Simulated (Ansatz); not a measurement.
How methods differ on C2F5 (pentafluoroethyl)

C2F5 has 7 atoms, charge 0, and is taken as a doublet. As SMILES, `F[C](F)C(F)(F)F`. Geometry: optimised at wB97X-V/def2-SVP.

Quantity: the adiabatic electron affinity (to the singlet anion, shapes relaxed at wB97X-V/def2-SVP, no zero-point term), in eV. The values are calculated.

The electron affinity is E(neutral) − E(anion): positive where the electron is bound.

```
              level                    kind  program  value (eV)  CPU time (all runs)
       UHF/def2-SVP            Hartree–Fock   Ansatz        0.24                1.4 s
    USVWN5/def2-SVP                     LDA   Ansatz        0.92                1.3 s
     UBLYP/def2-SVP                     GGA   Ansatz        0.85                2.4 s
    UB3LYP/def2-SVP           global hybrid   Ansatz        1.10                3.6 s
 U-wB97M-V/def2-SVP  range-separated hybrid   Ansatz        1.18                 14 s
UCAM-B3LYP/def2-SVP  range-separated hybrid   Ansatz        1.09                3.9 s
   UB2PLYP/def2-SVP           double hybrid   Ansatz        1.00                  5 s
   RPA@PBE/def2-SVP                     RPA   Ansatz        1.19                4.2 s
      UMP2/def2-SVP     perturbation theory   Ansatz        0.90                1.9 s
```

The values span 0.24 to 1.19 eV. CPU times are rough (shared hosts, several kinds of processor): they show what a rung costs within a factor of a few.
